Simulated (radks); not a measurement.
I-, 54 electrons, occupied as [Xe].

Method: scalar-relativistic Kohn-Sham, LDA (Slater exchange, Perdew-Wang correlation), spin-unpolarised, spherical densities, finite nucleus; Fermi nuclear charge, rms radius 4.75 fm; Watson sphere of charge +0.89 and radius 3.8 bohr; computed with a radial shooting solver on a logarithmic mesh with Libxc functionals.

Energy parts (eV; the electron-nucleus part includes the sphere):
part                       energy
total                 -193830.071
kinetic                203031.667
electron-nucleus      -469120.363
Hartree                 77033.192
exchange-correlation    -4774.567

Orbitals (lengths in bohr, moments of r in powers of bohr):
1s: occ. 2; eigenvalue (eV) -32943.07; <r^4> 2.650e-06
2s: occ. 2; eigenvalue (eV) -5088.724; <r^4> 0.0004516
2p: occ. 6; eigenvalue (eV) -4569.910; <r^4> 0.0003260
3s: occ. 2; eigenvalue (eV) -1024.528; <r^4> 0.01945
3p: occ. 6; eigenvalue (eV) -856.3496; <r^4> 0.02040
3d: occ. 10; eigenvalue (eV) -603.6556; <r^4> 0.01779
4s: occ. 2; eigenvalue (eV) -177.6117; <r^4> 0.5659
4p: occ. 6; eigenvalue (eV) -124.8074; <r^4> 0.7835
4d: occ. 10; eigenvalue (eV) -47.8228; <r^4> 1.731
5s: occ. 2; eigenvalue (eV) -15.6602; <r^4> 32.95
5p: occ. 6; eigenvalue (eV) -5.7420; <r^4> 113.0

The highest occupied level is 5p at -5.742 eV. The electron density at the nucleus is 2.559e+05 e/bohr^3 (large components only). The density falls to 0.001 e/bohr^3 at r = 4.82 bohr.
